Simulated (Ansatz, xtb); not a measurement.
**Relative energy of two conformers of C4H11In**

Structure a: `CC[CH2][InH][CH3]`, a singlet. Structure b: `CC[CH2][InH][CH3]`, a singlet. Both are isolated molecules in the gas phase, relaxed with PBE0-D4/def2-SVP.

a (Å):

```yaml
atoms:
  - { symbol: C, position_ang: [-1.2510, -0.1479, -0.0764] }
  - { symbol: C, position_ang: [-0.6588, 0.8035, -1.1047] }
  - { symbol: C, position_ang: [0.3116, 1.8128, -0.5022] }
  - { symbol: C, position_ang: [3.1587, 1.9448, 2.0272] }
  - { symbol: In, position_ang: [2.0660, 0.9269, 0.4520] }
  - { symbol: H, position_ang: [-1.7804, 0.4024, 0.7188] }
  - { symbol: H, position_ang: [-0.4636, -0.7534, 0.4082] }
  - { symbol: H, position_ang: [-1.9673, -0.8518, -0.5274] }
  - { symbol: H, position_ang: [-1.4848, 1.3312, -1.6178] }
  - { symbol: H, position_ang: [-0.1515, 0.2161, -1.8901] }
  - { symbol: H, position_ang: [0.6955, 2.5032, -1.2744] }
  - { symbol: H, position_ang: [-0.1950, 2.4496, 0.2439] }
  - { symbol: H, position_ang: [2.6273, -0.6359, -0.0957] }
  - { symbol: H, position_ang: [4.2162, 2.0584, 1.7418] }
  - { symbol: H, position_ang: [3.1291, 1.3412, 2.9483] }
  - { symbol: H, position_ang: [2.7392, 2.9377, 2.2430] }
```

b (Å):

```xyz
16

C    -2.1998   -1.1342   -0.1949
C    -1.0452   -0.3779   -0.8396
C    -0.3830    0.6304    0.0939
C     1.9072    1.3746   -2.8132
In    1.2815    1.7452   -0.7672
H    -1.8607   -1.6953    0.6913
H    -2.9896   -0.4418    0.1399
H    -2.6592   -1.8541   -0.8911
H    -1.4110    0.1337   -1.7480
H    -0.2957   -1.1040   -1.2025
H    -1.1193    1.3703    0.4571
H    -0.0041    0.1307    1.0042
H     2.1233    2.9431    0.1829
H     1.8274    2.2997   -3.4054
H     1.2952    0.5952   -3.2892
H     2.9623    1.0601   -2.8340
```

Question: Estimate E(b) − E(a) at the level CCSD(T)/def2-SVP + ΔMP2/def2-TZVPP.

Answer: CCSD(T)/def2-SVP + ΔMP2/def2-TZVPP gives E(b) − E(a) = +0.39 kcal/mol, slightly favouring structure a, which is too small a margin to settle the true order.

The same difference at several levels:

```tsv
level	geometry	E(b) − E(a) (kcal/mol)	departure from the last row (kcal/mol)	job, with rough time for the two
PBE0-D4/def2-SVP	PBE0-D4/def2-SVP	+0.30	−0.08	optimisation, 2.5 min
HF/def2-SVP	PBE0-D4/def2-SVP	−0.27	−0.66	part of the CCSD(T) run
MP2/def2-SVP	PBE0-D4/def2-SVP	+0.17	−0.22	part of the CCSD(T) run
CCSD(T)/def2-SVP	PBE0-D4/def2-SVP	+0.18	−0.20	single point
CCSD(T)/def2-SVP + ΔMP2/def2-TZVPP	PBE0-D4/def2-SVP	+0.39		single point, 2.1 min
```

The largest departure from CCSD(T)/def2-SVP + ΔMP2/def2-TZVPP is that of HF/def2-SVP, 0.66 kcal/mol. Levels run at GFN2-xTB geometries aren't shown. The last row adds to CCSD(T) the change of the MP2 difference between the two basis sets, here +0.20 kcal/mol.

With thermal terms from frequencies at re-optimised GFN2-xTB minima (ideal gas, soft modes damped towards free rotors, one conformer each, 298.15 K, 1 atm): the zero-point term adds +0.14 kcal/mol; ΔH is +0.61 and ΔG +0.25 kcal/mol.

The correlated steps freeze 8 core orbitals; the filled d shell of In is correlated, in a basis made for valence electrons. Atoms past krypton carry core potentials in the def2 sets and no spin–orbit term is included. Programs: Ansatz 0.2.0, xtb 6.7.1; the last row on 2 threads of Arm Neoverse V1 on a shared host.
